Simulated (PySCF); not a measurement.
## CH9F3O3Si4

CH9F3O3Si4 is a molecule, neutral, singlet. The structure, one conformer, was relaxed in the gas phase by PBE0-D3(BJ)/def2-SVP. No frequency run checks that it is a minimum.

SMILES: FC(F)(F)[Si](O[SiH3])(O[SiH3])O[SiH3]

Coordinates in Å:
```
Si1     1.673   -0.727   -2.545
O2      0.497   -0.049   -1.578
Si3     0.005    0.384   -0.090
O4     -1.103   -0.653    0.510
Si5    -2.613   -1.339    0.344
O6      1.259    0.519    0.944
Si7     1.732    0.007    2.463
C8     -0.835    2.096   -0.254
F9     -1.960    2.009   -0.986
F10    -0.047    3.007   -0.842
F11    -1.185    2.585    0.946
H12     1.468   -0.233   -3.933
H13     3.024   -0.334   -2.051
H14     1.544   -2.213   -2.510
H15    -2.898   -1.591   -1.098
H16    -3.642   -0.422    0.912
H17    -2.611   -2.626    1.094
H18     1.786   -1.484    2.501
H19     3.086    0.569    2.717
H20     0.772    0.499    3.491
```

Shieldings: GIAO PBE0/pcSseg-1. Shifts are against computed references at the same level: C TMS (σ 184.4 ppm), H TMS (σ 31.27 ppm), Si TMS (σ 352.0 ppm). Core levels by delta-SCF with SCAN, pcX-2 on the ionised atom and pcseg-1 elsewhere, spin-free X2C (2p3/2 is the spin-free 2p value less a third of a first-order spin-orbit splitting); from the vacuum level, for chosen atoms.

Q: Give the shieldings and core levels atom by atom.

A: 
| atoms | bonded to | σ (ppm) | δ (ppm) | core level (eV) |
| --- | --- | --- | --- | --- |
| Si1 | 1 O + 3 H | 387.6 | -35.6 | - |
| O2 | 2 Si | 291.3 | - | 1s 538.36 |
| Si3 | 1 C + 3 O | 438.5 | -86.5 | 2p3/2 108.69 |
| O4 | 2 Si | 291.3 | - | 1s 538.35 |
| Si5 | 1 O + 3 H | 386.0 | -34.0 | - |
| O6 | 2 Si | 292.6 | - | 1s 538.35 |
| Si7 | 1 O + 3 H | 385.0 | -33.0 | - |
| C8 | 3 F + 1 Si | 55.0 | 129.5 | 1s 297.36 |
| F9 | 1 C | 261.7 | - | - |
| F10 | 1 C | 261.2 | - | - |
| F11 | 1 C | 260.9 | - | - |
| H12 H13 H14 | 1 Si | 26.18 | 5.09 | - |
| H15 H16 H17 | 1 Si | 26.18 | 5.09 | - |
| H18 H19 H20 | 1 Si | 26.23 | 5.04 | - |

Values are those of this one static structure, with the three H of a rotating XH3 group averaged; atoms that internal rotation interchanges would show their mean in an NMR spectrum.

Q: By CAM-B3LYP/def2-SVPD (TDDFT singlets, Tamm-Dancoff triplets, ionisation by delta-SCF), where does absorption start, and what does vertical ionisation take?

A: The first singlet with intensity lies at 7.92 eV (f 0.001); what lies below it is dark. The lowest singlet lies at 7.71 eV (f 0.000), the strongest of the first 6 at 7.95 eV (f 0.003), the lowest triplet at 7.31 eV; vertical ionisation takes 11.09 eV.

The geometry optimisation stopped short of its threshold.

The 3 runs behind this took 13 min in all, one thread each of Intel Xeon 6975P-C on a shared host, launched as `OMP_NUM_THREADS=1 python cluster_run.py task.json out`.
